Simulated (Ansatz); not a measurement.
Ansatz (a quantum-chemistry and plane-wave program) input (CCSD(T)/def2-SVPD):

Ansatz 0.2 input:
```yaml
crystal:
  periodic: [false, false, false]
  atoms:
    - {symbol: In, position_ang: [-0.00000000, -0.00000000, -0.03725241]}
    - {symbol: H, position_ang: [0.00000000, 0.00000000, 1.82536805]}
basis:
  gaussian:
    orbitals: def2-SVPD
magnetization: {spin_polarized: false}
correlation: {method: ccsd_t, electrons: outside_noble_gas}
output: {forces: true}
```

Output:

```
Functional definition: HF
integrals: 0.01 GiB planned
505 factors; integrals over basis functions are off by at most 2.4e-4 eV
mean field: 0.07 GiB planned
mean field evaluation 1: about -5163.6490 eV, gradient 6.6e0 eV
mean field evaluation 2: about -5163.6504 eV, gradient 6.6e0 eV
mean field evaluation 4: about -5163.9653 eV, gradient 5.0e-1 eV
mean field evaluation 8: about -5163.9675 eV, gradient 1.4e-4 eV
mean field evaluation 16: about -5163.9675 eV, gradient 4.0e-7 eV
mean field -5163.96751672 eV, -189.7723059765 hartree, gradient 4.0e-7 eV, S^2 0.000000; 0 other end points of the search recorded, 0 dependent functions left out
9 core orbitals not correlated
reference -5163.96751672 eV, -189.7723059765 hartree; 2, 2 occupied and 29, 29 virtual orbitals, 505 factors
densities: 0.07 GiB planned
second order -1.30292058 eV of doubles, -0.00000000 eV of singles
coupled cluster: 0.06 GiB planned
cycle   1  -1.63889275 eV  change   -3.4e-1 eV  update   6.2e-2
cycle   2  -1.81327780 eV  change   -1.7e-1 eV  update   2.7e-2
cycle   3  -1.81702819 eV  change   -3.8e-3 eV  update   5.8e-3
cycle   4  -1.81808398 eV  change   -1.1e-3 eV  update   1.2e-3
cycle   5  -1.81796517 eV  change    1.2e-4 eV  update   3.4e-4
cycle   6  -1.81780717 eV  change    1.6e-4 eV  update   9.8e-5
cycle   7  -1.81785010 eV  change   -4.3e-5 eV  update   2.8e-5
cycle   8  -1.81785987 eV  change   -9.8e-6 eV  update   9.0e-6
cycle   9  -1.81785355 eV  change    6.3e-6 eV  update   2.3e-6
cycle  10  -1.81785505 eV  change   -1.5e-6 eV  update   7.2e-7
perturbative correction -0.02458919 eV, -0.0009036361 hartree
the calculation of the forces begins
Total energy: -5165.80996096 eV, -189.8400145536 hartree
Atom 0 at    -0.000000    -0.000000    -0.037252 Å, force     0.000000     0.000000    -0.128430 eV/Å
Atom 1 at     0.000000     0.000000     1.825368 Å, force    -0.000000    -0.000000     0.128430 eV/Å
Dipole moment:     0.000000    -0.000000    -0.160013 e Å
```
